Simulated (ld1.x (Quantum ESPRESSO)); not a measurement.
**Before and after: TM potential for carbon**

```
Element                 : C (Z = 6)
Generator               : ld1.x (Quantum ESPRESSO) 7.5
Type                    : norm-conserving Troullier–Martins (Kleinman–Bylander form)
Functional              : PBE
Relativity              : non-relativistic
Frozen core             : [He]
Valence charge          : 4
Reference configuration : 2s2 2p2
Partial waves           : 2s (bound): rc 0.90 bohr; 2p (bound): rc 2.45 bohr
Local potential         : the p channel
Core correction         : Bessel-smoothed model core inside 0.50 bohr
```

Change: wave 2s (bound): rc 0.90 bohr becomes 2s (bound): rc 0.82 bohr.

Cutoffs: the cutoffs (Ry, on a coarse ladder) from which the occupation-weighted sum of valence levels, in a spherical-Bessel basis at the reference potential, stays within 10 and 1 mRy of its value at 400 Ry; they do not see the model core or the augmentation charge, which bear on the density cutoff. Errors are all-electron minus pseudo energies relative to the spin-unpolarised reference configuration.

**Question.** How do hardness, ghosts and transferability respond?

**Answer.** The potential gets harder (40 Ry and 110 Ry → 90 Ry and 200 Ry); the errors of the 7 common tests hardly move; neither file shows a bound ghost. A smaller radius makes the pseudo-wave follow the all-electron one further in, where it bends more sharply, so more plane waves are needed.

| quantity | base | changed |
| --- | --- | --- |
| cutoff, loose | 40 Ry | 90 Ry |
| cutoff, tight | 110 Ry | 200 Ry |
| loose cutoff by channel (10 mRy a level) | s 30 Ry, p 18 Ry | s 70 Ry, p 18 Ry |
| bound ghosts | none | none |
| error for 2s2 2p1, meV [ΔE 10.87 eV] | +43 | +43 |
| error for 2s2 2p0, meV [ΔE 35.02 eV] | +552 | +552 |
| error for 2s1 2p0, meV [ΔE 83.20 eV] | +1133 | +1131 |
| error for 2s1 2p2, meV [ΔE 19.60 eV] | -106 | -106 |
| error for 2s2 2p2.3, meV [ΔE -1.16 eV] | -0.9 | -0.9 |
| error for 2s2 2p1.5, meV [ΔE 3.97 eV] | +3.2 | +3.2 |
| error for 2s1 2p3, meV [ΔE 8.46 eV] | -15 | -15 |
| s: phases at 2.66 bohr within 0.05 rad from the reference energy up to (Ry; the scan ends near 5) | 0.8 | 0.8 |
| p: phases at 2.66 bohr within 0.05 rad from the reference energy up to (Ry; the scan ends near 5) | 0.8 | 0.8 |
